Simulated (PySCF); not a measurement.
Species: C6H9P.
Atom-mapped SMILES: `[CH3:1][c:2]1[cH:3][cH:4][pH:5][c:6]1[CH3:7]` (hydrogens: H8, H9, H10 on C1; H11 on C3; H12 on C4; H13 on P5; H14, H15, H16 on C7)

The same species was optimised twice, with GFN2-xTB and with PBE0-D3(BJ)/def2-SVP (PySCF), and the same property calculations (PySCF, gas phase) were run on both structures.

```tsv
coordinate	GFN2-xTB	PBE0-D3(BJ)/def2-SVP	change
C2–C3 (Å)	1.445	1.460	+0.015
C2–C6 (Å)	1.354	1.365	+0.011
C3–C4 (Å)	1.345	1.355	+0.010
P5–C6 (Å)	1.818	1.813	-0.005
C1–C2 (Å)	1.494	1.496	+0.002
C4–P5 (Å)	1.803	1.801	-0.002
C6–C7 (Å)	1.494	1.496	+0.002
C4–P5–C6 (°)	89.3	91.2	+1.9
C3–C4–P5 (°)	111.0	109.3	-1.7
C2–C6–P5 (°)	110.9	109.7	-1.2
P5–C6–C7 (°)	122.4	123.3	+0.9
C2–C3–C4 (°)	114.8	115.4	+0.6
C2–C6–C7 (°)	126.5	126.8	+0.3
C1–C2–C3 (°)	121.1	121.4	+0.3
C1–C2–C6 (°)	125.5	125.2	-0.3
```

Rotational constants: A = 3130, B = 2266, C = 1350 MHz (GFN2-xTB) against A = 3086, B = 2254, C = 1338 MHz (PBE0-D3(BJ)/def2-SVP).

On the GFN2-xTB structure: lowest singlet, TDDFT (eV) 4.64 [wB97X-D/def2-SVPD]; lowest triplet, Tamm–Dancoff (eV) 3.02 [wB97X-D/def2-SVPD]; isotropic polarisability (au) 92.8 [wB97X-D/def2-SVPD]; HOMO (eV) -8.06 [wB97X-D/def2-SVPD]; LUMO (eV) 0.84 [wB97X-D/def2-SVPD]; dipole (D) 1.36 [wB97X-D/def2-SVPD]; HOMO (eV) -6.28 [PBE0/pcSseg-1]; LUMO (eV) -0.87 [PBE0/pcSseg-1]; dipole (D) 1.32 [PBE0/pcSseg-1]; GIAO shielding of C1 (ppm) 170.0 [PBE0/pcSseg-1]; GIAO shielding of C2 (ppm) 35.5 [PBE0/pcSseg-1]; GIAO shielding of C3 (ppm) 34.5 [PBE0/pcSseg-1]; GIAO shielding of C4 (ppm) 51.5 [PBE0/pcSseg-1]; GIAO shielding of P5 (ppm) 375.7 [PBE0/pcSseg-1]; GIAO shielding of C6 (ppm) 39.9 [PBE0/pcSseg-1]; GIAO shielding of C7 (ppm) 170.9 [PBE0/pcSseg-1].

Task: What do these properties become on the PBE0-D3(BJ)/def2-SVP structure?

Result: 
```csv
property,level,on GFN2-xTB,on PBE0-D3(BJ)/def2-SVP,change
"lowest singlet, TDDFT (eV)",wB97X-D/def2-SVPD,4.64,4.62,-0.02
"lowest triplet, Tamm–Dancoff (eV)",wB97X-D/def2-SVPD,3.02,3.01,-0.01
isotropic polarisability (au),wB97X-D/def2-SVPD,92.8,95.1,+2.3
HOMO (eV),wB97X-D/def2-SVPD,-8.06,-8.08,-0.02
LUMO (eV),wB97X-D/def2-SVPD,0.84,0.77,-0.07
dipole (D),wB97X-D/def2-SVPD,1.36,1.30,-0.06
"energy, GFN2-xTB geometry as zero (kcal/mol)",wB97X-D/def2-SVPD,0.0,-1.7,-1.7
HOMO (eV),PBE0/pcSseg-1,-6.28,-6.30,-0.02
LUMO (eV),PBE0/pcSseg-1,-0.87,-0.94,-0.07
dipole (D),PBE0/pcSseg-1,1.32,1.24,-0.08
"energy, GFN2-xTB geometry as zero (kcal/mol)",PBE0/pcSseg-1,0.0,-1.2,-1.2
GIAO shielding of C1 (ppm),PBE0/pcSseg-1,170.0,168.2,-1.8
GIAO shielding of C2 (ppm),PBE0/pcSseg-1,35.5,34.2,-1.3
GIAO shielding of C3 (ppm),PBE0/pcSseg-1,34.5,33.4,-1.1
GIAO shielding of C4 (ppm),PBE0/pcSseg-1,51.5,50.7,-0.8
GIAO shielding of P5 (ppm),PBE0/pcSseg-1,375.7,360.1,-15.6
GIAO shielding of C6 (ppm),PBE0/pcSseg-1,39.9,40.0,+0.1
GIAO shielding of C7 (ppm),PBE0/pcSseg-1,170.9,169.8,-1.1
```

The heavy atoms differ by 0.023 Å rms after alignment. Among bonds between heavy atoms C2–C3 changes most (+0.015 Å). Changes are differences of the printed values. Neither structure is proved a minimum here.

wB97X-D is run here without its empirical dispersion term; that term would change no orbital, density or response property at a fixed geometry.
